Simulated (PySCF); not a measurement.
# How many f electrons in LaI?

Unrestricted PBE0; La x2c-TZVPall, I x2c-TZVPall; spin-free X2C with a Gaussian nucleus (PySCF 2.14). The search starts from ions with several 4f fillings and holds each by maximum overlap.

The lowest solution has 2Ms+1 = 3, about 0.0 4f electrons, near 2.94 Å.

The lowest solution of each spin and filling, followed along the bond (rough minima from three points):

```tsv
2Ms+1	4f population	⟨S²⟩ at the start	R at minimum (Å)	Te (eV)
3	0.03	2.00	2.94	0.00
1	0.03	0.00	2.88	0.28
```

Solutions at the starting distance of 2.905 Å, counted from the lowest; the search is not exhaustive:

| 2Ms+1 | 4f population | E (eV) | ⟨S²⟩ | ⟨Lz²⟩ | μ (D) |
| --- | --- | --- | --- | --- | --- |
| 3 | 0.03 | 0.00 | 2.00 | 4.0 | -5.14 |
| 1 | 0.03 | 0.28 | 0.00 | 0.0 | -3.73 |
| 3 | 0.04 | 0.38 | 2.00 | 1.3 | -4.24 |
| 1 | 0.03 | 0.46 | 1.00 | 4.0 | -3.78 |
| 1 | 0.04 | 0.51 | 1.00 | 1.8 | -4.95 |

Partly filled real f orbitals mix terms, so no term symbols are given. A positive dipole means La(−)I(+).

Spin–orbit coupling is left out. Counting both spins, an empty level lies below a filled one in some of these solutions, because spin and occupation are held. The state is the lowest single determinant that the PBE0 search found; with open d or f shells the true ground state can be another one.
